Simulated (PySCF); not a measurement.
A structure optimised at ωB97X-D3(BJ)/def2-SVP, used in a PySCF frequency run:

```xyz
15

C     -0.7127     1.6260     1.2561
C     -0.4521     0.5515     0.5157
Si    -1.2055    -0.5518    -0.8068
N      0.3862    -1.2090    -0.6047
C      0.8310    -0.2996     0.4669
C      2.0972     0.4830     0.1342
H      0.0189     2.0298     1.9683
H     -1.6704     2.1531     1.1870
H     -1.5485     0.0426    -2.1356
H     -2.3709    -1.4058    -0.4158
H      0.9342    -2.0074    -0.8901
H      0.9721    -0.8313     1.4301
H      2.3471     1.1882     0.9435
H      2.9538    -0.1986     0.0015
H      1.9564     1.0511    -0.7986
```

Problem. Write its SMILES and formula.

Solution. C=C1[SiH2]N[C@H]1C, C₄H₉NSi

Problem. What are its rotational constants (standard atomic weights)?

Solution. 3.7601, 2.9295, 1.8152 GHz
